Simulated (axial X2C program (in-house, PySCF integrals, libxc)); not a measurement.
Spin–orbit effects along a row: molecules with C (ions), HF

Calculated with an in-house all-electron X2C program for linear molecules (integrals from PySCF), spin-free (one-electron X2C) or two-component (2c: spin–orbit coupling with atomic mean-field Coulomb and Gaunt terms, which also bring small scalar terms), in Dyall basis sets with cores contracted in-house; open shells are unrestricted.

Basis sets: Br dyall-cv3z, C dyall-v3z, Ca dyall-cv3z, Ge dyall-cv3z, K dyall-cv3z, Mn dyall-cv3z, Zn dyall-v3z.

```
molecule   spin-free state  Re (Å)  ωe (cm⁻¹)  De (eV)  2c state  Re 2c (Å)  ωe 2c (cm⁻¹)  De 2c (eV)
     KC⁺    M_S = 1, Λ = 1   3.270      115.7     0.07     Ω = 2      3.270         115.7        0.07
    CaC⁺  M_S = 3/2, Λ = 0   2.215      594.6     1.55   Ω = 3/2      2.215         594.5        1.55
    MnC⁺    M_S = 1, Λ = 0   1.935      672.8     0.47     Ω = 1      1.936         672.6        0.47
    ZnC⁺  M_S = 1/2, Λ = 1   2.357      274.9     0.54   Ω = 1/2      2.357         274.8        0.54
    GeC⁺  M_S = 3/2, Λ = 0   1.879      772.7     2.13   Ω = 3/2      1.880         772.2         n/a
    CBr⁺    M_S = 0, Λ = 0   1.675     1042.4     3.55     Ω = 0      1.676        1040.1         n/a
```

**Question.** Work out the shifts from the spin-free to the two-component result.

**Answer.** 

```csv
molecule,2c state,ΔRe (Å),Δωe (cm⁻¹),ΔDe (eV)
KC⁺,Ω = 2,0.000,0.0,0.00
CaC⁺,Ω = 3/2,0.000,-0.1,0.00
MnC⁺,Ω = 1,0.001,-0.2,0.00
ZnC⁺,Ω = 1/2,0.000,-0.1,0.00
GeC⁺,Ω = 3/2,0.001,-0.5,n/a
CBr⁺,Ω = 0,0.001,-2.3,n/a
```

Shifts of one unit in the last digit are rounding.

Fragments in 2c: K+ + C, Ca+ + C, Mn+ + C, Zn+ + C, Ge+ + C, Br+ + C. Each entry is the lowest single determinant of a limited PBE0 search at one distance. De goes to single-determinant-based atoms at the same level (for ions the charge split of lowest energy) and is withheld (n/a) where an atom does not fit its ground term or J level. Main or longest-lived isotopes. One determinant is a doubtful description, or other states lie close, for KC⁺, CaC⁺, MnC⁺, ZnC⁺, GeC⁺; these need not be ground states, and all values refer to the states named. Some open-shell Ω = 0 determinants are out of reach, so the Ω given for KC⁺, MnC⁺ need not be the lowest component. With several unpaired electrons the Ω given is that of one determinant, not necessarily of the lowest component. Some light 2c atoms are not at their ground J level, so De misses part of their lowering (0.04 eV or less). Where the atoms have a lower orbital projection than the molecule, De at mean-field level may be about a tenth of an eV too small.
